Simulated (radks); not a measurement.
Results of a calculation; reference values are marked as such.
Excited configurations of Cd: one electron is placed in a higher orbital outside [Kr] 4d10 5s1. The ground configuration is [Kr] 4d10 5s2. Level of theory: scalar-relativistic Kohn-Sham, LDA (Slater exchange, Perdew-Wang correlation), spin-unpolarised, spherical densities, finite nucleus; Fermi nuclear charge, rms radius 4.6087 fm (a radial shooting solver on a logarithmic mesh with Libxc functionals). Excitation = E - E(ground); binding = E(ion) - E, where the ion is the core of charge +1; n* = 1/sqrt(2 binding) in atomic units, and the quantum defect is n - n*.

| outer orbital | excitation (eV) | binding (eV) | n* | quantum defect | eigenvalue (eV) | <r> (bohr) |
|---|---|---|---|---|---|---|
| 4f | 8.709 | 0.913 | 3.861 | 0.139 | -0.440 | 17.48 |
| 5d | 7.975 | 1.647 | 2.874 | 2.126 | -0.720 | 9.711 |
| 5f | 8.992 | 0.629 | 4.649 | 0.351 | -0.369 | 29.63 |
| 6p | 7.740 | 1.881 | 2.689 | 3.311 | -1.065 | 10.63 |
| 6f | 9.166 | 0.455 | 5.467 | 0.533 | -0.289 | 44.41 |
| 7s | 8.249 | 1.373 | 3.148 | 3.852 | -0.849 | 15.94 |
| 7f | 9.278 | 0.343 | 6.294 | 0.706 | -0.228 | 61.84 |

The Delta-SCF ionisation energy is 9.621 eV (NIST Atomic Spectra Database: 8.994 eV, measured). Self-interaction in the functional shifts the binding energies and quantum defects, so they are the method's values and not measured ones. Spin polarisation and multiplet splitting are left out, so open shells lie too high by an amount that depends on their filling.

Beside tabulated values, note that spin-unpolarised runs miss the spin-polarisation part of the exchange energy of open shells.
